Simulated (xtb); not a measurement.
Se (SMILES [Se+]), charge +1, quartet. Base run: GFN2-xTB (xtb 6.7.1).

Geometry (Å):
```xyz
1

Se     0.0000     0.0000     0.0000
```
Charge +1, spin multiplicity 4.
All else is at xtb's defaults.
Base energy -2.56908 Eh.

Variants of this job, named by their change:

| change | ΔE vs base (kJ/mol) | SCF cycles |
|---|---|---|
| base | 0.00 | 40 |
| etemp = 10000 | -2.96 | 14 |
| alpb = water | -283.2 | 40 |
| acc = 0.1 | 0.00 | 51 |
| acc = 1000 | 0.00 | 9 |
| file = coord | 0.00 | 40 |

ALPB and GBSA are two models with their own fitted parameters for each solvent, which aren't always the measured dielectric constant.
